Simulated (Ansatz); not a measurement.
A nudged elastic band was laid between two geometries of CH6BSb (9 atoms, charge 0, multiplicity 1).

Theory: RKS PBE-D4/def2-SVP in Ansatz.

* movable images: 5
* climbing image: yes
* spring: 50.0 eV/Å²
* optimiser: quadratic models (default)
* start path: through a guess of the saddle point
* force threshold: 0.05 eV/Å
* iteration limit: 60
* end points: relaxed

Image 0:

```xyz
9
Properties=species:S:1:pos:R:3
B -0.732 0.670 -1.578
Sb 0.753 1.005 0.025
C 0.641 -0.950 1.030
H -0.739 -0.387 -2.181
H -1.427 1.587 -1.970
H -0.312 1.858 1.087
H -0.399 -1.187 1.316
H 1.286 -0.928 1.928
H 1.018 -1.715 0.326
```

Image 6:

```xyz
9
Properties=species:S:1:pos:R:3
B -0.734 0.671 -1.578
Sb 0.759 0.998 0.020
C 0.640 -0.952 1.032
H -1.414 1.598 -1.975
H -0.762 -0.389 -2.174
H -0.299 1.862 1.080
H -0.403 -1.190 1.308
H 1.276 -0.925 1.935
H 1.026 -1.719 0.334
```

Q: Which bonds break or form, and what moves?

A: No bond is made or broken. The dihedral H5–B1–Sb2–C3 goes from 146 to -43°. The two ends are copies of one structure, up to a mirror image or an exchange of like atoms.

Q: What energy profile does the band end with?

A: It converged. The highest image is number 3 of 0 to 6, 5.4 kcal/mol above the ends, which have the same energy within 2 meV. Another band between the same ends (5 images) ends at a top of the same energy, where a vibrational analysis finds 1 clearly imaginary mode.

| image | path coordinate (Å) | energy (kcal/mol) | dihedral H5–B1–Sb2–C3 (°) |
| --- | --- | --- | --- |
| 0 | 0.00 | 0.0 | 146 |
| 1 | 0.77 | 1.2 | 169 |
| 2 | 1.53 | 3.8 | -160 |
| 3 | 2.30 | 5.4 | -128 |
| 4 | 3.05 | 4.0 | -97 |
| 5 | 3.81 | 1.5 | -69 |
| 6 | 4.56 | 0.0 | -43 |

Q: What is the geometry of the highest image?

A: 
```xyz
9
Properties=species:S:1:pos:R:3
B -0.698 0.678 -1.500
Sb 0.816 1.170 0.131
C 0.672 -0.906 0.914
H -1.740 0.127 -1.200
H -0.470 0.915 -2.672
H -0.479 1.700 1.167
H -0.383 -1.222 0.998
H 1.154 -0.923 1.910
H 1.218 -1.586 0.235
```

Run time: 90 s on 1 thread of Arm Neoverse V1 (shared host), peak memory 0.12 GiB.
